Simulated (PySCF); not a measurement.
Species: C₄H₅F₂O₂ (doublet state).
Structure used (GFN2-xTB), in Å, numbered top down from 1:
```
atom  x, y, z in Å
C1     2.0022   -0.3728    0.9312
C2     0.6201   -0.4477    0.4627
O3     0.5320   -0.3545   -0.9457
C4    -0.7358    0.0633   -1.2477
F5    -1.5574   -1.0013   -1.5085
C6    -1.2242    0.7832    0.0517
F7    -2.3441    0.1491    0.5236
O8    -0.1807    0.6621    0.9234
H9     2.7798   -0.1451    0.2325
H10    2.2031   -0.4805    1.9765
H11    0.1265   -1.3783    0.8144
H12   -0.7327    0.6866   -2.1477
H13   -1.4931    1.8363   -0.0842
```

The hyperfine couplings belong to this conformer and change with its torsions.

The species is `[CH2][C@@H]1O[C@@H](F)[C@@H](F)O1` [radical].

Method: PySCF, UKS B3LYP, pcH-1 on C F H O, non-relativistic, mean-field spin-orbit, GIAO. Isolated species at its GFN2-xTB geometry (one conformer only). Couplings are sensitive to structure, and on GFN2-xTB geometries they can be far from those on DFT ones. Stability of the SCF solution: not tested.

(1) The isotropic 13C couplings, averaged over equivalent nuclei, are +90.1, -30.4, +1.0 MHz. Assign them to C1; C2; C4/C6.

(2) The isotropic 1H couplings, averaged over equivalent nuclei, are +68.1, -64.6, +2.6 MHz. Assign them to H9/H10; H11; H12/H13.

## Answers

(1) 
```tsv
site	a_iso (MHz)	ρ(0) (bohr⁻³)	position	distance from C1 (Å)	spin population	largest |T| (MHz)
C1	+90.1	+0.0802	largest spin population	0.00	+1.08	165.1
C2	-30.4	-0.0270	1 bond from C1	1.46	-0.05	3.1
C4/C6	+1.0	+0.0009	3 bonds from C1	3.53	0.00	1.5
```

(2) 
| site | a_iso (MHz) | ρ(0) (bohr⁻³) | position | distance from C1 (Å) | bound to | spin population there | largest \|T\| (MHz) |
| --- | --- | --- | --- | --- | --- | --- | --- |
| H9/H10 | -64.6 | -0.0144 | α, 1 bond from C1 | 1.07 | C1 | +1.08 | 40.8 |
| H11 | +68.1 | +0.0152 | β, 2 bonds from C1 | 2.13 | C2 | -0.05 | 9.9 |
| H12/H13 | +2.6 | +0.0006 | 4 bonds from C1 | 4.25 | C4/C6 | 0.00 | 2.1 |

ρ(0) is the spin density at the nucleus and T the dipolar tensor; entries for several nuclei are means. The largest Mulliken spin population is on C1 (+1.08). The angles at C1 add up to 359.9°, so it is planar; its axial dipolar tensor and the negative couplings of its protons fit spin in a p orbital normal to that plane.

β density exceeds α density at some nuclei, such as C2 (-0.0270) and H9/H10 (-0.0144), spin density in bohr⁻³. In a single determinant that takes different orbitals for the two spins, that is spin polarisation.

Means are taken over nuclei equivalent by connectivity, which assumes that they swap fast. The 17O value of -28.5 MHz is a mean of couplings from -57.9 to 0.9 MHz in this one geometry, not an average over conformers. The 13C value of +1.0 MHz is a mean of couplings from -1.6 to 3.6 MHz in this one geometry, not an average over conformers.

On one thread, Arm Neoverse V2 (aarch64), no GPU, shared host with 48 logical CPUs at a one-minute load of 45, this took 46 s wall (grids of density and orbitals included) and 0.94 GiB of memory at its peak.
